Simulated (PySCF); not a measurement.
How methods differ on the ionisation energy of Pb³⁷⁺

Pb³⁷⁺ [Kr] 4d9 (2D) → Pb³⁸⁺ [Kr] 4d8 (3F), as a difference of total energies. All numbers are calculated (PySCF 2.14, the non-relativistic Hamiltonian (point nucleus), in an uncontracted even-tempered set (18 s from 3.5 bohr⁻², ratio 2.5; 12 p from 4.6 bohr⁻², ratio 2.5; 9 d from 4.6 bohr⁻², ratio 2.5; 4 f from 24 bohr⁻², ratio 2.7; 3 g from 36 bohr⁻², ratio 2.7)). Correlated levels: outer shells: [Ar] 3d10 frozen; virtual orbitals above 40 to 60 times the deepest correlated orbital energy dropped. The calculations carry no spin-orbit coupling.

| method | ionisation energy (eV) |
| --- | --- |
| UHF | 1769.5 |
| LDA | 1771.4 |
| PBE | 1771.0 |
| PBE0 | 1771.2 |
| r2SCAN | 1770.9 |
| BHandHLYP | 1770.8 |
| MN15 | 1772.4 |
| MP2 (outer shells) | 1770.1 |
| SCS-MP2 (outer shells) | 1770.0 |

Spin-orbit coupling is strong in these open shells (close to jj coupling). The scalar numbers leave it out and a first-order estimate fails, so it can dominate the gap to the real levels.

All relativistic terms are absent from these numbers, so their closeness to the reference says little about the methods.

For comparison: 1760 ± 4 eV (theoretical estimate listed by NIST; NIST Atomic Spectra Database, ionization energies).
